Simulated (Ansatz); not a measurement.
System: C3H3, net charge 1, singlet state. It need not be the lowest isomer of its formula. 
Coordinates optimised at B3LYP-D3(BJ)/def2-TZVP (Ansatz, a program for electronic structure):
```xyz
6

C     -1.2055    -0.2741    -0.0114
C      0.1021     0.0232     0.0010
C      1.2954     0.2946     0.0123
H     -1.6059    -1.0478     0.6419
H     -1.8893     0.2530    -0.6751
H      2.3426     0.5327     0.0222
```
Charge +1, spin multiplicity 1.

Parts of the frozen-core correlation energy in 6-31G (Ansatz, hartree). Frozen orbitals: 3; correlated occupied orbitals by spin: 7 and 7; virtual: 23 and 23. Spin-orbit coupling is left out. No relativistic terms. The restricted reference is unstable.

```csv
term,value
reference (HF),-114.91281
MP2 opposite-spin,-0.18635
MP2 same-spin,-0.05637
CCSD correlation,-0.26793
(T),-0.01192
T1 diagnostic,0.022
largest doubles amplitude,0.124
```
